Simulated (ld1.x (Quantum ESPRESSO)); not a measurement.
**What the settings do to the PAW potential of Hf**

Base potential:

Hf (Z = 72), PAW, made with ld1.x (Quantum ESPRESSO) 7.5 (PBE, scalar-relativistic). Core [Kr] 4d10 4f14 5s2, reference 5p6 5d2 6s2 6p0. Waves: 6s (bound): rcut 2.25, rcutus 2.80 bohr; 6s channel at 0.4 Ry: rcut 2.25, rcutus 2.80 bohr; 5p (bound): rcut 2.45, rcutus 2.70 bohr; 6p (bound, empty): rcut 2.45, rcutus 2.70 bohr; 5d (bound): rcut 2.85, rcutus 3.15 bohr; 5d channel at 1.55 Ry: rcut 2.85, rcutus 3.15 bohr. Local part: all-electron potential smoothed inside 2.15 bohr (lloc = -1). Core correction: Bessel-smoothed model core, default radius (core density twice the valence density). Augmentation charge: BESSEL, radius 2.30 bohr.

All-electron outer shells of the reference configuration (PBE, scalar-relativistic, ld1.x):

```json
{"shell": "5s", "level (eV)": "-67.02", "outermost node (bohr)": "0.55", "outermost maximum (bohr)": "1.01"}
{"shell": "5p", "level (eV)": "-35.57", "outermost node (bohr)": "0.60", "outermost maximum (bohr)": "1.16"}
{"shell": "4f", "level (eV)": "-16.83", "outermost node (bohr)": "–", "outermost maximum (bohr)": "0.45"}
{"shell": "6s", "level (eV)": "-5.11", "outermost node (bohr)": "1.37", "outermost maximum (bohr)": "2.89"}
{"shell": "5d", "level (eV)": "-2.69", "outermost node (bohr)": "0.67", "outermost maximum (bohr)": "1.69"}
{"shell": "6p", "level (eV)": "-1.40", "outermost node (bohr)": "1.66", "outermost maximum (bohr)": "4.05"}
```

Cutoffs, loose and tight: the cutoffs (Ry, on a coarse ladder) from which the occupation-weighted sum of valence levels, in a spherical-Bessel basis at the reference potential, stays within 10 and 1 mRy of its value at 400 Ry. They do not see the model core or the augmentation charge, which bear on the density cutoff. Test errors are all-electron minus pseudo excitation energies from the reference, over the configurations 5p6 5d2 6s1 6p0; 5p6 5d2 6s0 6p0; 5p6 5d1 6s0 6p0; 5p6 5d2 6s1.5 6p0; 5p6 5d2.5 6s1.5 6p0; 5p6 5d0 6s0 6p0; 5p6 5d1 6s2 6p0. A dash means not determined; rows that change the core or the reference have their own tests. The largest error is taken over the tests solved by every variant that gives reliable tests at all: 5p6 5d1 6s2 6p0; 5p6 5d2 6s1 6p0; 5p6 5d2 6s1.5 6p0; 5p6 5d2.5 6s1.5 6p0.

A true bound ghost makes a file unfit for plane-wave use even where its test errors are small: the radial tests pick states by their node count and pass the ghost by. Where a test does run into it, the solver fails or the error is huge.

Cutoffs are not given where the Bessel-basis levels miss the radial ones by over 6 mRy, ghosts where they miss by over 20 mRy; a channel whose overlap is not positive is not tested.

A file whose overlap is not positive is unfit for use, and its test errors describe a broken file.

| change | outcome | bound ghosts | largest test error (meV) |
| --- | --- | --- | --- |
| base | generated, overlap not positive | s (p not tested, overlap not positive) | -19 |
| waves 5d (bound): rcut 2.04, rcutus 2.16 bohr; 5d channel at 1.55 Ry: rcut 2.04, rcutus 2.16 bohr | generated, overlap not positive | s (p not tested, overlap not positive) | -28 |
| waves 5d (bound): rcut 2.32, rcutus 2.46 bohr; 5d channel at 1.55 Ry: rcut 2.32, rcutus 2.46 bohr | generated, overlap not positive | s (p not tested, overlap not positive) | -27 |
| waves 5d (bound): rcut 2.74, rcutus 2.90 bohr; 5d channel at 1.55 Ry: rcut 2.74, rcutus 2.90 bohr | generated, overlap not positive | s (p not tested, overlap not positive) | -22 |
| waves 5d (bound): rcut 2.85, rcutus 3.22 bohr; 5d channel at 1.55 Ry: rcut 2.85, rcutus 3.22 bohr | generated, overlap not positive | s (p not tested, overlap not positive) | -18 |
| waves 5d (bound): rcut 2.85, rcutus 3.62 bohr; 5d channel at 1.55 Ry: rcut 2.85, rcutus 3.62 bohr | generated, overlap not positive | s (p not tested, overlap not positive) | -13 |
| waves 5d (bound): rcut 2.85, rcutus 4.00 bohr; 5d channel at 1.55 Ry: rcut 2.85, rcutus 4.00 bohr | generated, overlap not positive | s (p not tested, overlap not positive) | test run stopped at test 3 of 7 (negative rho), 2 before it not solved |
| waves 5d (bound): rcut 2.85, rcutus 4.22 bohr; 5d channel at 1.55 Ry: rcut 2.85, rcutus 4.22 bohr | generated, overlap not positive | s (p not tested, overlap not positive) | test run stopped at test 3 of 7 (negative rho), 2 before it not solved |
| waves 5d (bound): rcut 2.85, rcutus 4.68 bohr; 5d channel at 1.55 Ry: rcut 2.85, rcutus 4.68 bohr | generated, overlap not positive | s (p not tested, overlap not positive) | test run stopped at test 1 of 7 (negative rho) |

Reading the sweep of the d radius (base included, trends over the rows without a ghost): Bound ghosts are found at 2.16, 2.46, 2.9, 3.15, 3.22, 3.62, 4, 4.22, 4.68 bohr. Every judged row has one, so this setting neither creates nor removes them.
